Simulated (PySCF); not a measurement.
C₅H₁₁Al.
Bonds: C1–C2 (double), C2–Al3, Al3–C4, C4–C5, C4–C6. Hydrogens: H7, H8 on C1; H9 on C2; H10 on Al3; H11 on C4; H12, H13, H14 on C5; H15, H16, H17 on C6.

Torsions of this conformer, `[CH2:1]=[CH:2][AlH:3][CH:4]([CH3:5])[CH3:6]`: C1–C2–Al3–C4 180°, C2–Al3–C4–C5 -172°.

The closed-shell ground state was solved at several levels (PySCF, density fitting, gas phase, non-relativistic). Isolated species at its PBE0-D3(BJ)/def2-SVP geometry (one conformer only).

```tsv
level	basis functions	HOMO (eV)	LUMO (eV)	gap (eV)	dipole (D)
CAM-B3LYP/def2-SVPD	212	-8.41	-0.39	8.02	0.66
PBE0/pcSseg-1	164	-7.09	-1.41	5.68	0.65
```

(1) Estimate the row for wB97X-D/pcSseg-1, a basis of 164 functions; the other rows only guide the guess.

(2) Over all these levels, which gives the widest orbital gap and which the narrowest?

(3) How far do the dipole and the HOMO energy spread over the levels?

## Answers

(1) HOMO -8.95 eV, LUMO 0.31 eV, gap 9.26 eV, dipole 0.63 D.

(2) wB97X-D/pcSseg-1 (range-separated hybrid) has the widest, 9.26 eV, and PBE0/pcSseg-1 (global hybrid, 25 % exact exchange) the narrowest, 5.68 eV. The two share the basis. From the narrowest to the widest the HOMO moves by -1.86 eV and the LUMO by +1.72 eV.

(3) The dipole runs from 0.63 to 0.66 D (mean 0.65 D) and the HOMO from -8.95 to -7.09 eV.
